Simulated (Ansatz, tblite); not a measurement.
Series (HCdX)2: vertical triplet (eV) at several levels, gas phase, relaxed structures; Ansatz, xTB through tblite. Core potentials for Cd in the def2 sets, no spin–orbit coupling. xTB has no spin-polarisation term. The structures are stationary points that may keep the symmetry of their start. Remarks come from the PBE and PBE0 runs and from stability tests at other levels; not every state was tested. HOMO above LUMO (over both spins in singlets and doublets, within one spin in higher multiplets; at PBE or PBE0), or a gap under 0.15 eV within one spin, warns that the state may not be the lowest or that an electron is smeared out.

```json
{"species": "(HCd-mu-Br)2 (Cd2H2Br2)", "state": "singlet", "geometry": "r2SCAN-D4/def2-SVP", "GFN1-xTB": "5.64", "r2SCAN-D4/def2-TZVP": "5.02", "PBE0-D4/def2-TZVP": "5.17", "remarks": "gap within one spin near zero at PBE or PBE0 (triplet)"}
{"species": "(HCd-mu-Cl)2 (Cd2H2Cl2)", "state": "singlet", "geometry": "PBE-D4/def2-SVP", "GFN1-xTB": "5.80", "r2SCAN-D4/def2-TZVP": "5.17", "PBE0-D4/def2-TZVP": "5.31", "remarks": "–"}
{"species": "(HCd-mu-F)2 (Cd2H2F2)", "state": "singlet", "geometry": "PBE0-D4/def2-SVP", "GFN1-xTB": "4.94", "r2SCAN-D4/def2-TZVP": "5.47", "PBE0-D4/def2-TZVP": "5.64", "remarks": "–"}
{"species": "(HCd-mu-OH)2 (Cd2O2H4)", "state": "singlet", "geometry": "B3LYP-D4/def2-SVP", "GFN1-xTB": "5.57", "r2SCAN-D4/def2-TZVP": "5.14", "PBE0-D4/def2-TZVP": "5.48", "remarks": "gap within one spin near zero at PBE or PBE0 (triplet)"}
{"species": "(HCd-mu-NH2)2 (Cd2N2H6)", "state": "singlet", "geometry": "PBE-D4/def2-SVP", "GFN1-xTB": "4.62", "r2SCAN-D4/def2-TZVP": "4.47", "PBE0-D4/def2-TZVP": "4.81", "remarks": "–"}
```

Question: Estimate the column for PBE-D4/def2-TZVP.

Answer: (HCd-mu-Br)2 (Cd2H2Br2) 4.76; (HCd-mu-Cl)2 (Cd2H2Cl2) 4.90; (HCd-mu-F)2 (Cd2H2F2) 5.15; (HCd-mu-OH)2 (Cd2O2H4) 4.77; (HCd-mu-NH2)2 (Cd2N2H6) 4.21.

Over the 5 species that have every level, the mean is 5.31 at GFN1-xTB, 4.76 at PBE-D4/def2-TZVP, 5.06 at r2SCAN-D4/def2-TZVP, 5.28 at PBE0-D4/def2-TZVP.
